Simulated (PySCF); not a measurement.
Molecule: SMILES CC[OH+]CC (charge +1). Atoms near the plane z = 0.0 Å, at the GFN2-xTB optimised geometry (x, y, z in Å): C1 (1.3, -1.8, 0.3), C2 (0.8, -0.4, 0.0), O3 (-0.7, -0.4, 0.0), C4 (-1.3, 0.9, 0.0), H6 (2.4, -1.9, 0.2), H7 (0.9, -2.5, -0.5), H9 (1.2, 0.3, 0.8), H10 (1.1, -0.1, -1.0), H11 (-1.0, -0.9, 0.8), H12 (-0.8, 1.5, -0.8), H13 (-2.4, 0.7, -0.3).

Computed with CAM-B3LYP/def2-TZVP (PySCF). Cells within 0.4 Å of a nucleus heavier than hydrogen are left out (blank, or x). The values are rescaled to run from 0 to 1.

```
|5555555555555555555555555555555|
|5555555555555555555555555555555|
|5555555555555555555555555555555|
|5555555555555555555555555555555|
|5555555555555555555555555555555|
|5555555555555555555555555555555|
|5555555555555555555555555555555|
|5555555555555555555555555555555|
|5555555555555555555555555555555|
|5555555555555555555555555555555|
|5555555555555555555555555555555|
|5555555555684555555555555555555|
|5555555554xxx555555555555555555|
|55555555435x9655555555555555555|
|5555555555554666655555555555555|
|5555555555663066574555555555555|
|555555555567xxx45xx655555555555|
|5555555555570x265xx555555555555|
|5555555555567776542455555555555|
|5555555555556665553455555555555|
|5555555555555555559x33255555555|
|5555555555555555555x33255555555|
|5555555555555555553455555555555|
|5555555555555555555555555555555|
|5555555555555555555555555555555|
|5555555555555555555555555555555|
|5555555555555555555555555555555|
|5555555555555555555555555555555|
|5555555555555555555555555555555|
|5555555555555555555555555555555|
|5555555555555555555555555555555|
```
Scale: ten equal steps from 0.000 (start of '0') to 1.00 (end of '9'), in the order '0123456789'; x runs from -5.00 to 5.00, y from -5.00 (bottom) to 5.00 (top).

Problem. Which quantity is mapped?
A) electron localisation function
B) Laplacian of the electron density
C) electrostatic potential
D) an orbital amplitude

Solution. B, Laplacian of the electron density. In full: Laplacian of the electron density (e/bohr⁵), clipped to [-1.50, 1.50].
